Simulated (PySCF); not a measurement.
A calculated (B97-3, PySCF 2.14, x2c-TZVPPall, scalar relativity by spin-free X2C-1e) atom or ion has these occupied shells.

```csv
shell,electrons,orbital energy (eV),"rms radius, mean of both spins (bohr)"
1s α,1,-2433.3,0.112
1s β,1,-2433.0,0.112
2s α,1,-221.35,0.520
2s β,1,-221.02,0.520
2p α,3,-163.65,0.494
2p β,3,-163.12,0.494
3s α,1,-20.470,1.84
3s β,1,-17.715,1.84
3p α,3,-8.971,2.23
3p β,1,-7.398,2.23
```

Q: Name the element and its charge.

A: S (sulfur, neutral), in [Ne] 3s2 3p4, high-spin 3P determinant.
